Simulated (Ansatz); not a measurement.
Born–Oppenheimer molecular dynamics of H$_{10}$NPSi$_{2}$ (14 atoms, charge 0, multiplicity 1). It starts from a rough guess of a transition structure, not a stationary point.

Method: UKS BLYP/STO-3G in Ansatz 0.2.0.

```json
{
  "ensemble": "NVE (velocity Verlet)",
  "time step": "0.5 fs",
  "steps asked": "150",
  "starting velocities drawn for": "100 K",
  "seed": "686310"
}
```

Frames 5 fs apart, positions in Å, forces in eV/Å.

Velocities at 5.0 fs (Å/ps):

```
Si -2.42 5.35 -0.28
Si 3.95 1.78 2.82
H -4.66 -19.05 -11.41
H 1.93 7.26 13.41
N 2.08 -1.07 -2.01
H -20.26 -134.07 12.46
P -1.88 -3.09 -1.86
H -18.48 -8.65 17.52
H 10.79 -0.65 -7.21
H 10.17 29.38 -8.79
H 18.97 20.24 -2.71
H -11.14 -4.60 5.16
H 5.80 12.28 -8.94
H -7.25 9.04 5.00
```

```xyz
14
Properties=species:S:1:pos:R:3:forces:R:3 time_fs=5.0 energy_less_start_eV=-1.156 T=840
Si -0.770 -0.004 -0.761 -0.77 3.66 -0.99
Si 0.489 -0.944 1.337 1.43 -0.97 2.67
H -1.576 0.553 -1.828 -0.32 0.12 -0.30
H -1.782 -0.770 -0.038 0.13 -0.10 0.13
N 0.387 -0.903 -1.689 1.94 -1.02 -1.87
H 1.135 0.393 1.091 -0.23 -0.94 -0.24
P 0.264 2.097 0.175 -1.59 -0.66 -0.21
H 1.480 -1.402 2.296 0.13 -0.38 0.16
H -0.680 -0.771 2.205 0.10 -0.04 -0.41
H 0.379 -2.123 0.427 0.06 0.89 0.28
H 0.433 -0.726 -2.776 -0.05 0.04 2.04
H 1.407 -0.972 -1.321 -1.33 0.08 -0.61
H -0.479 3.209 -0.391 0.07 -0.50 -0.14
H -0.606 2.147 1.337 0.44 -0.18 -0.50
14
Properties=species:S:1:pos:R:3:forces:R:3 time_fs=10.0 energy_less_start_eV=-1.574 T=1107
Si -0.786 0.037 -0.768 -0.53 2.54 -2.06
Si 0.507 -0.956 1.367 1.63 -2.26 3.68
H -1.627 0.472 -1.901 0.06 0.10 0.32
H -1.747 -0.738 0.032 0.29 0.10 -0.15
N 0.402 -0.915 -1.708 -1.68 -0.82 1.83
H 1.269 0.138 0.997 0.74 1.65 -0.52
P 0.249 2.080 0.165 -0.36 -0.62 -0.67
H 1.401 -1.497 2.397 -0.06 -0.26 -0.19
H -0.662 -0.757 2.146 -0.81 0.45 0.13
H 0.431 -1.944 0.376 -0.19 -1.05 -0.70
H 0.517 -0.606 -2.662 0.13 0.89 -2.11
H 1.341 -0.998 -1.310 1.24 -0.11 0.52
H -0.446 3.178 -0.447 -0.30 -0.46 -0.22
H -0.594 2.169 1.302 -0.14 -0.15 0.13
14
Properties=species:S:1:pos:R:3:forces:R:3 time_fs=15.0 energy_less_start_eV=-1.121 T=823
Si -0.805 0.101 -0.792 0.62 1.52 -1.58
Si 0.535 -0.992 1.426 2.90 1.21 -0.27
H -1.676 0.424 -1.919 -0.06 0.37 0.09
H -1.657 -0.690 0.076 -0.13 0.04 -0.08
N 0.403 -0.938 -1.718 0.48 0.81 -1.42
H 1.582 0.330 0.806 -2.49 -2.85 1.92
P 0.232 2.058 0.150 -0.10 -0.79 -0.91
H 1.318 -1.654 2.467 0.03 -0.03 -0.08
H -0.765 -0.663 2.083 0.91 -0.01 -0.39
H 0.446 -1.916 0.251 -0.19 0.10 1.32
H 0.605 -0.387 -2.686 -0.23 -0.98 1.87
H 1.393 -1.016 -1.261 -0.99 0.54 -0.45
H -0.488 3.054 -0.557 -0.49 0.13 -0.14
H -0.604 2.157 1.287 -0.25 -0.05 0.13
14
Properties=species:S:1:pos:R:3:forces:R:3 time_fs=20.0 energy_less_start_eV=-2.307 T=1579
Si -0.820 0.176 -0.829 0.79 -0.28 -1.06
Si 0.588 -1.021 1.486 -1.36 -3.74 2.01
H -1.738 0.459 -1.917 -0.08 0.44 -0.12
H -1.590 -0.627 0.096 -0.28 0.13 -0.17
N 0.402 -0.950 -1.741 -1.76 0.17 1.14
H 1.386 -0.052 1.013 2.07 2.57 -0.62
P 0.212 2.031 0.128 -1.19 0.42 -0.72
H 1.240 -1.816 2.517 0.09 0.28 0.12
H -0.704 -0.557 1.959 0.38 0.07 0.39
H 0.416 -1.909 0.364 -0.16 -0.45 0.26
H 0.666 -0.289 -2.491 0.35 0.96 -2.06
H 1.332 -0.939 -1.246 0.55 -0.07 0.85
H -0.617 2.930 -0.677 0.43 -0.39 0.67
H -0.664 2.130 1.283 0.17 -0.12 -0.68
14
Properties=species:S:1:pos:R:3:forces:R:3 time_fs=25.0 energy_less_start_eV=-2.572 T=1753
Si -0.828 0.250 -0.876 -0.07 -1.30 -1.09
Si 0.633 -1.076 1.562 2.01 0.63 0.37
H -1.805 0.593 -1.929 0.40 0.19 0.23
H -1.587 -0.537 0.080 -0.22 0.08 -0.18
N 0.384 -0.948 -1.758 0.95 2.84 -0.38
H 1.599 0.048 1.126 -0.94 -1.62 0.58
P 0.185 2.006 0.101 0.48 0.10 -0.67
H 1.184 -1.919 2.601 0.14 0.29 0.43
H -0.577 -0.426 1.923 -0.47 0.15 0.79
H 0.345 -2.011 0.529 -0.04 -0.38 -0.62
H 0.745 -0.161 -2.518 -0.57 -1.65 0.85
H 1.297 -0.863 -1.119 -0.97 -0.22 -0.55
H -0.686 2.764 -0.683 -0.22 1.02 -0.30
H -0.712 2.076 1.170 -0.49 -0.13 0.55
14
Properties=species:S:1:pos:R:3:forces:R:3 time_fs=30.0 energy_less_start_eV=-2.033 T=1411
Si -0.837 0.313 -0.932 -0.22 -2.16 -1.15
Si 0.683 -1.139 1.645 1.33 1.98 -0.49
H -1.797 0.777 -1.911 0.03 0.08 -0.38
H -1.635 -0.431 0.024 -0.07 -0.16 -0.06
N 0.369 -0.908 -1.774 -2.59 0.08 1.74
H 1.852 0.103 1.232 -2.48 -3.20 0.71
P 0.159 1.984 0.069 -0.81 1.68 0.25
H 1.156 -1.949 2.769 0.05 0.35 -0.02
H -0.503 -0.299 2.049 0.92 -0.99 -0.06
H 0.278 -2.170 0.597 0.56 1.21 0.80
H 0.756 -0.278 -2.494 1.03 1.14 -1.71
H 1.133 -0.838 -1.047 1.02 -0.27 0.27
H -0.759 2.784 -0.711 0.72 0.33 0.33
H -0.827 1.990 1.126 0.52 -0.09 -0.24
14
Properties=species:S:1:pos:R:3:forces:R:3 time_fs=35.0 energy_less_start_eV=-2.216 T=1531
Si -0.848 0.359 -0.998 -0.96 -1.23 -1.45
Si 0.742 -1.190 1.728 -4.96 -4.77 4.33
H -1.766 0.971 -1.962 0.21 -0.43 -0.23
H -1.697 -0.358 -0.052 0.14 -0.23 -0.19
N 0.327 -0.854 -1.774 0.88 0.89 -0.69
H 1.685 -0.439 1.452 6.48 4.82 -2.49
P 0.129 1.973 0.038 0.41 1.89 0.77
H 1.142 -1.905 2.937 0.04 -0.12 -0.26
H -0.291 -0.347 2.184 -1.06 0.55 0.12
H 0.312 -2.119 0.779 -0.32 -0.84 -1.17
H 0.876 -0.323 -2.624 -1.06 -0.71 1.84
H 1.108 -0.868 -0.998 -0.30 -0.07 -1.01
H -0.696 2.899 -0.684 0.39 0.05 0.24
H -0.856 1.889 1.059 0.12 0.20 0.18
14
Properties=species:S:1:pos:R:3:forces:R:3 time_fs=40.0 energy_less_start_eV=-2.592 T=1770
Si -0.867 0.393 -1.076 -0.85 -0.55 -1.22
Si 0.784 -1.258 1.836 2.89 1.70 -0.66
H -1.695 1.070 -2.076 0.07 -0.58 -0.28
H -1.735 -0.337 -0.167 -0.02 -0.16 -0.09
N 0.289 -0.791 -1.777 -1.26 -1.12 1.22
H 2.221 -0.506 1.348 -3.28 -1.46 0.86
P 0.102 1.976 0.014 1.72 1.02 1.38
H 1.144 -1.899 3.067 0.18 -0.74 0.22
H -0.239 -0.321 2.317 0.20 -0.03 -0.64
H 0.306 -2.176 0.783 0.12 0.29 0.53
H 0.852 -0.426 -2.534 0.78 1.36 -2.43
H 1.071 -0.931 -1.095 0.17 -0.38 0.97
H -0.556 3.047 -0.610 -0.49 0.21 -0.19
H -0.857 1.833 1.032 -0.23 0.44 0.34
14
Properties=species:S:1:pos:R:3:forces:R:3 time_fs=45.0 energy_less_start_eV=-2.865 T=1945
Si -0.893 0.424 -1.164 -1.01 0.19 -0.07
Si 0.843 -1.318 1.944 2.21 0.62 -0.65
H -1.610 1.041 -2.261 -0.18 -0.27 -0.36
H -1.778 -0.352 -0.304 -0.17 0.09 -0.01
N 0.248 -0.739 -1.777 2.33 -0.68 -2.31
H 2.268 -0.741 1.358 -2.89 -0.82 1.18
P 0.087 1.989 -0.001 0.39 1.67 1.46
H 1.172 -2.032 3.205 -0.21 0.10 -0.76
H -0.169 -0.286 2.326 0.75 -0.48 -0.48
H 0.312 -2.208 0.862 0.21 0.44 0.92
H 0.824 -0.367 -2.664 -1.08 -0.63 1.86
H 1.013 -1.044 -1.079 -0.67 0.41 -0.50
H -0.500 3.203 -0.560 -0.05 -1.00 0.18
H -0.889 1.877 1.062 0.38 0.37 -0.46
14
Properties=species:S:1:pos:R:3:forces:R:3 time_fs=50.0 energy_less_start_eV=-2.574 T=1759
Si -0.928 0.455 -1.253 -1.26 0.11 -0.13
Si 0.911 -1.377 2.051 -4.53 -2.24 2.85
H -1.555 0.943 -2.505 0.10 -0.05 0.54
H -1.856 -0.342 -0.445 -0.15 0.38 0.01
N 0.230 -0.701 -1.802 -1.88 -0.97 1.06
H 1.988 -1.051 1.484 6.21 2.28 -2.77
P 0.076 2.013 -0.004 1.20 0.05 0.61
H 1.165 -2.168 3.217 0.03 -0.07 0.57
H 0.027 -0.308 2.241 -0.67 1.17 0.49
H 0.326 -2.193 1.091 -0.99 -1.21 -1.04
H 0.692 -0.364 -2.614 2.09 0.50 -2.26
H 0.867 -1.107 -1.106 0.82 -0.27 0.30
H -0.479 3.189 -0.499 -0.50 0.49 -0.69
H -0.868 1.999 1.026 -0.47 -0.15 0.47
14
Properties=species:S:1:pos:R:3:forces:R:3 time_fs=55.0 energy_less_start_eV=-2.352 T=1616
Si -0.973 0.487 -1.343 -0.14 0.32 0.62
Si 0.959 -1.447 2.168 1.93 0.53 -3.90
H -1.493 0.843 -2.654 -0.27 0.58 0.10
H -1.973 -0.256 -0.582 -0.15 0.14 0.07
N 0.202 -0.675 -1.832 2.12 -0.93 -1.98
H 2.457 -1.042 1.328 -3.42 -0.99 2.21
P 0.073 2.039 -0.002 -0.73 0.87 0.13
H 1.160 -2.303 3.328 0.08 0.52 0.34
H 0.153 -0.172 2.249 0.70 -1.08 0.51
H 0.197 -2.347 1.196 0.75 0.95 0.91
H 0.809 -0.372 -2.711 -0.99 -0.71 1.96
H 0.835 -1.175 -1.130 -0.35 0.59 -0.49
H -0.543 3.218 -0.564 0.27 -0.44 -0.12
H -0.913 2.094 1.050 0.20 -0.36 -0.35
14
Properties=species:S:1:pos:R:3:forces:R:3 time_fs=60.0 energy_less_start_eV=-3.246 T=2185
Si -1.019 0.522 -1.428 1.00 0.08 0.64
Si 1.022 -1.515 2.258 0.27 -0.37 0.52
H -1.484 0.868 -2.766 -0.17 0.64 0.17
H -2.117 -0.133 -0.709 0.16 -0.04 -0.06
N 0.194 -0.665 -1.882 -1.32 -0.99 0.89
H 2.290 -1.216 1.599 -0.02 -0.39 0.14
P 0.065 2.071 0.000 -0.83 0.10 -0.91
H 1.176 -2.320 3.509 0.08 0.93 -0.58
H 0.390 -0.213 2.377 -0.18 -0.11 0.44
H 0.186 -2.350 1.439 -0.13 -0.10 -0.48
H 0.862 -0.463 -2.607 0.97 0.94 -1.94
H 0.770 -1.164 -1.189 0.01 -0.36 1.15
H -0.566 3.181 -0.667 0.26 -0.16 0.21
H -0.936 2.109 1.019 -0.10 -0.19 -0.18
```

Of the whole run (75 fs, mean temperature of the second half 1874 K): The conserved energy stayed within 1.1 meV per atom of its start (net change -0.56 meV per atom), so the integration is sound. The system heated up, since it started high on the potential surface and ran downhill. A run of 0.075 ps of so small a system gives no equilibrium averages. The orbitals stay closed-shell, which can raise the energy where a bond breaks towards radicals; this wasn't checked here. Limits of this set-up: minimal basis.

Time of the run: 5.2 min on 1 CPU thread of a shared host.
